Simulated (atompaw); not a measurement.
## An all-electron radial function and its pseudo partner (thallium)

Columns: radius, all-electron u(r) and pseudo u(r) of the 6p shell (level -8.19 eV) of thallium in the configuration [Xe] 4f14 5d10 6s2 6p0; PBE, scalar-relativistic, PAW (atompaw) scheme, atompaw 4.2.0.5.

| r (bohr) | all-electron | pseudo |
| --- | --- | --- |
| 0.115 | -0.1086 | 0.0040 |
| 0.231 | 0.0652 | 0.0159 |
| 0.346 | 0.1629 | 0.0352 |
| 0.462 | 0.0318 | 0.0615 |
| 0.577 | -0.1362 | 0.0937 |
| 0.692 | -0.2418 | 0.1309 |
| 0.808 | -0.2687 | 0.1724 |
| 0.923 | -0.2328 | 0.2163 |
| 1.038 | -0.1575 | 0.2617 |
| 1.154 | -0.0615 | 0.3078 |
| 1.269 | 0.0399 | 0.3527 |
| 1.385 | 0.1396 | 0.3961 |
| 1.500 | 0.2309 | 0.4365 |
| 1.615 | 0.3124 | 0.4735 |
| 1.731 | 0.3836 | 0.5068 |
| 1.846 | 0.4433 | 0.5355 |
| 1.962 | 0.4929 | 0.5599 |
| 2.077 | 0.5324 | 0.5797 |
| 2.192 | 0.5632 | 0.5951 |
| 2.308 | 0.5862 | 0.6065 |
| 2.423 | 0.6020 | 0.6140 |
| 2.538 | 0.6117 | 0.6180 |
| 2.654 | 0.6161 | 0.6188 |
| 2.769 | 0.6158 | 0.6167 |
| 2.885 | 0.6116 | 0.6117 |
| 3.000 | 0.6041 | 0.6041 |

How many radial nodes do the two functions have?

The all-electron 6p function has n − l − 1 = 4 (the table is too coarse to show those close to the nucleus); the pseudo-wave has 0, since the states of the same l below it are removed with the core.

Where does each function peak?

Outermost all-electron maximum near 2.65 bohr, pseudo maximum near 2.65 bohr (to the table’s step).

Is the pseudo-wave norm-conserving?

No, it belongs to a PAW set: the norm inside the radius is not constrained, and the difference is carried by the augmentation charge.
